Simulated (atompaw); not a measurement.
**Scattering properties, PAW (atompaw) potential for boron**

* Element: B
* Generator: atompaw 4.2.0.5
* Type: PAW
* Functional: LDA (PW92)
* Relativity: non-relativistic
* Frozen core: [He]
* Valence charge: 3
* Reference configuration: 2s1 2p2
* Partial waves: 2s (bound): rc 1.75 bohr; 2s channel at 2.5 Ry: rc 3.00 bohr; 2p (bound): rc 3.00 bohr; 2p channel at 0.2 Ry: rc 3.00 bohr; 3d channel at 0.1 Ry: rc 3.00 bohr
* Local potential: bessel scheme, radius 2.30 bohr
* Core correction: smooth core density matched at 2.75 bohr
* Augmentation charge: besselshape compensation charge, radius 2.70 bohr; PAW radius 3.00 bohr; waves and projectors: custom polynom2 7 10 vanderbiltortho

The phase is arctan(r·u′/u) with u = r·R(r), unwrapped; energies in Ry, scanned from -3 to 5 Ry. A pole is an energy at which the radial function vanishes at the test radius. The pseudo phase is shifted by a multiple of π to meet the all-electron one at the reference energy, and phase errors are pseudo minus all-electron; the curves can meet again beyond the range given. Levels narrower than the energy grid can be missing from the lists of poles.

| channel | radius (bohr) | reference energy (Ry) | poles, all-electron | poles, pseudo | unbroken range about the reference energy with phases within 0.05 rad | phase error 1 Ry above the reference energy (rad) |
| --- | --- | --- | --- | --- | --- | --- |
| s | 3.02 | -0.72 | -0.42, 3.69 | -0.41, 3.74 | below 1.2 | +0.007 |
| p | 3.02 | -0.30 | 0.04, 3.46 | 0.04, 4.60 | below 1.2 | +0.003 |
| d | 3.02 | 0.10 | 2.25 | 1.58, 4.29 | below 0.6 | +0.209 |

Phases in the p channel:

```tsv
E (Ry)	all-electron	pseudo
-3.00	1.370	1.373
-2.76	1.361	1.363
-2.52	1.349	1.352
-2.28	1.336	1.338
-2.04	1.319	1.322
-1.80	1.299	1.301
-1.56	1.272	1.274
-1.32	1.234	1.236
-1.08	1.174	1.176
-0.84	1.063	1.065
-0.60	0.763	0.765
-0.36	-0.510	-0.510
-0.12	-1.395	-1.395
0.12	-1.623	-1.623
0.36	-1.743	-1.743
0.60	-1.846	-1.845
0.84	-1.972	-1.965
1.08	-2.177	-2.148
1.32	-2.607	-2.493
1.56	-3.423	-3.147
1.80	-4.048	-3.818
2.04	-4.327	-4.173
2.28	-4.467	-4.351
2.52	-4.551	-4.454
2.76	-4.608	-4.520
3.00	-4.650	-4.567
3.24	-4.685	-4.602
3.48	-4.714	-4.630
3.72	-4.741	-4.653
3.96	-4.768	-4.672
4.20	-4.795	-4.689
4.44	-4.824	-4.703
4.68	-4.859	-4.717
4.92	-4.903	-4.730
```
